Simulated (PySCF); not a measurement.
A species of formula C4H11NSi2 has this rotational fingerprint, computed with PBE0/pcSseg-1 in PySCF (dipole) on a GFN2-xTB geometry, gas phase:

| Quantity | Value |
| --- | --- |
| Rotational constants | A = 3342, B = 1176, C = 928.4 MHz |
| Dipole components | \|μa\| = 0.84 D, \|μb\| = 0.97 D, \|μc\| = 0.06 D |
| Inertial defect | -36.51 u·Å² |
| κ | -0.79 |

Problem. Which structure is it? (One computed conformer of each.)
A. `[CH2:1]=[CH:2][C:3](=[CH2:4])[N:5]([SiH3:6])[SiH3:7]` with C1–C2–C3–C4 -161°
B. `[CH3:1][NH:2][C@H:3]1[CH:4]=[CH:5][SiH2:6][SiH2:7]1` with C1–N2–C3–C4 75°
C. `[CH2:1]=[CH:2][C@@H:3]1[CH2:4][SiH2:5][NH:6][SiH2:7]1` with C1–C2–C3–C4 -132°, C2–C3–C4–Si5 -162°, C3–C4–Si5–N6 29°, C4–Si5–N6–Si7 -8°, Si5–N6–Si7–C3 -10°

Solution. B. It is CN[C@H]1C=C[SiH2][SiH2]1, an asymmetric top, point group C1. The candidates at the same level (rigid rotor, commonest isotopes):

```tsv
SMILES	A (MHz)	B (MHz)	C (MHz)	μa (D)	μb (D)	μc (D)	Δ (u·Å²)	point group	rotor
C=CC(=C)N([SiH3])[SiH3]	2037	1555	1125	0.34	0.03	0.02	-123.72	C1	asymmetric top
CN[C@H]1C=C[SiH2][SiH2]1	3342	1176	928.4	0.84	0.97	0.06	-36.51	C1	asymmetric top
C=C[C@@H]1C[SiH2]N[SiH2]1	3258	1228	953.4	0.54	0.09	0.04	-36.50	C1	asymmetric top
```

`C=C[C@@H]1C[SiH2]N[SiH2]1` has B 4 % too high; `C=CC(=C)N([SiH3])[SiH3]` has A 39 % too low. No structure here is proved a minimum.
